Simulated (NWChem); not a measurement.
System meant: CrNH2O2F; SMILES [NH2][Cr](=[O])(=[O])[F]

Input file for NWChem:

```
start job
memory heap 200 mb stack 900 mb global 1100 mb
geometry units angstroms noautoz
  Cr     0.062473    -0.013524    -0.000379
  O      0.912900     0.159268     1.264470
  O      0.897027     0.158888    -1.275756
  F     -0.673982    -1.553667     0.004381
  N     -1.169542     1.243871     0.007050
  H     -1.463667     1.712759     0.860077
  H     -1.474134     1.712580    -0.842413
end
basis spherical
  * library def2-svp
end
dft
  odft
  mult 2
  xc b3lyp
  iterations 150
  mulliken
end
task dft energy
```

End of the output:

```
 Summary of "ao basis" -> "ao basis" (spherical)
 ------------------------------------------------------------------------------
       Tag                 Description            Shells   Functions and Types
 ---------------- ------------------------------  ------  ---------------------
 Cr                         def2-svp                11       31   5s3p2d1f
 O                          def2-svp                 6       14   3s2p1d
 F                          def2-svp                 6       14   3s2p1d
 N                          def2-svp                 6       14   3s2p1d
 H                          def2-svp                 3        5   2s1p

 Summary of "ao basis" -> "ao basis" (spherical)
 ------------------------------------------------------------------------------
       Tag                 Description            Shells   Functions and Types
 ---------------- ------------------------------  ------  ---------------------
 Cr                         def2-svp                11       31   5s3p2d1f
 O                          def2-svp                 6       14   3s2p1d
 F                          def2-svp                 6       14   3s2p1d
 N                          def2-svp                 6       14   3s2p1d
 H                          def2-svp                 3        5   2s1p

      Symmetry analysis of basis
      --------------------------

        a'         60
        a"         37

  number of electrons :                   58
  multiplicity        :                    2
 ------------------------------------------------------------------------
  no. of electrons and multiplicity not compatible                  58
 ------------------------------------------------------------------------
 ------------------------------------------------------------------------
  current input line :
    22: task dft energy
 ------------------------------------------------------------------------
 ------------------------------------------------------------------------
 There is an error in the input file
 ------------------------------------------------------------------------
 For more information see the NWChem manual at https://nwchemgit.github.io

0: no. of electrons and multiplicity not compatible:Received an Error in Communication
```

Q: Find the fault in this run and fix the input.

A: The input was rejected before any calculation. Cause: the multiplicity doesn't fit the number of electrons (an even count wants an odd multiplicity, and the reverse). This input runs:
```
start job
memory heap 200 mb stack 900 mb global 1100 mb
geometry units angstroms noautoz
  Cr     0.062473    -0.013524    -0.000379
  O      0.912900     0.159268     1.264470
  O      0.897027     0.158888    -1.275756
  F     -0.673982    -1.553667     0.004381
  N     -1.169542     1.243871     0.007050
  H     -1.463667     1.712759     0.860077
  H     -1.474134     1.712580    -0.842413
end
basis spherical
  * library def2-svp
end
dft
  xc b3lyp
  iterations 150
  mulliken
end
task dft energy
```
It converges to -1350.41596 Ha (B3LYP/def2-SVP).
